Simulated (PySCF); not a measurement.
Gas-phase reaction: Sb4 ⇌ 4 Sb

Method: PySCF energies plus ideal-gas RRHO corrections (1 bar). † marks an energy on the PBE0/def2-TZVP geometry and frequencies. MP2 freezes the core. Open shells (unrestricted): Sb (multiplicity 4); the rest are closed-shell singlets. Sb: scalar-relativistic def2 core potential, no spin-orbit coupling. MP2 isn't extrapolated to the basis-set limit.

PBE/def2-TZVP† gives ΔH°(298 K) = 918 kJ.

Question: What do MP2/def2-TZVPP†, r2SCAN/def2-TZVP†, PBE0/def2-SVP† give?

Answer: MP2/def2-TZVPP†: 848 kJ; r2SCAN/def2-TZVP†: 845 kJ; PBE0/def2-SVP†: 814 kJ. For scale, ΔH°(298 K) is 918 kJ at this level, 805 kJ at ωB97M-V/def2-TZVP†, and runs from 184 to 1161 kJ over the 18 levels computed.
